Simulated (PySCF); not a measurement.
CH₂O₃, SMILES O=C(O)O. Atoms are numbered in the order given.

```xyz
6

O      0.0000     1.0885    -0.6780
C      0.0000     0.0000     0.0980
O      0.0000     0.0000     1.3027
O      0.0000    -1.0885    -0.6780
H      0.0000     1.8517    -0.0802
H      0.0000    -1.8517    -0.0802
```

Coordinates come from a B3LYP-D3(BJ)/def2-SVP optimisation. The values are those of a single conformer.

All values below come from PBE0/pcJ-1 in PySCF.

Isotropic couplings with Fermi-contact, spin-dipole and both spin-orbit terms, one fixed conformer, no vibrational averaging. Isotopes: 13C, 1H.

### Question
Estimate the spin–spin coupling constants. (An estimate is asked for; the answer gives what the named calculation found.)

### Answer

| pair | bonds apart | J (Hz) |
|---|---|---|
| C2–H5 | 2 | -4.1 |
| C2–H6 | 2 | -4.1 |
| H5–H6 | 4 | 4.1 |
